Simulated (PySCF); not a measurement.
TiI₃, SMILES [I][Ti]([I])[I] (connectivity only; charge and spin as stated), neutral, multiplicity 2.

Geometry optimised at PBE0-D3(BJ)/def2-SVP. The multiplicity is an assumed one; no other spin state was optimised. The isomer is the one that the SMILES or the coordinates give; other isomers of the formula were not compared. The def2 effective core potentials stand for the cores of I; spin–orbit coupling is left out.

Computed with TDA-PBE0/def2-SVPD in PySCF 2.14.0.

Vertical excitations; the highest root listed may be one member of a degenerate set. The molecule is in vacuum.

| state | energy (eV) | λ (nm) | f | main pairs |
|---|---|---|---|---|
| root 1 | 0.59 | 2084 | 0.000 | α HOMO→LUMO (degenerate set) |
| root 2 | 0.60 | 2083 | 0.000 | α HOMO→LUMO+1 (degenerate set) |
| root 3 | 1.38 | 900 | 0.002 | α HOMO→LUMO+2 (degenerate set) |
| root 4 | 1.38 | 899 | 0.002 | α HOMO→LUMO+3 (degenerate set) |
| root 5 | 2.99 | 415 | 0.000 | α HOMO−1→LUMO+1 (degenerate set) |
| root 6 | 2.99 | 415 | 0.000 | α HOMO−1→LUMO (degenerate set) |
| root 7 | 3.10 | 399 | 0.009 | α HOMO−1→LUMO+2, β HOMO→LUMO+3 (degenerate set) |
| root 8 | 3.10 | 399 | 0.009 | α HOMO−1→LUMO+3, β HOMO→LUMO+2 (degenerate set) |
| root 9 | 3.21 | 387 | 0.000 | α HOMO−4→LUMO 32 %, α HOMO−3→LUMO+1 32 %, β HOMO−3→LUMO 15 %, β HOMO−2→LUMO+1 15 % |
| root 10 | 3.31 | 375 | 0.007 | α HOMO−3→LUMO 32 %, α HOMO−4→LUMO+1 32 %, α HOMO−2→LUMO+1 13 %, β HOMO−2→LUMO 6 %, β HOMO−3→LUMO+1 5 %, β HOMO→LUMO+2 5 % |
Unrestricted roots are not spin-pure.
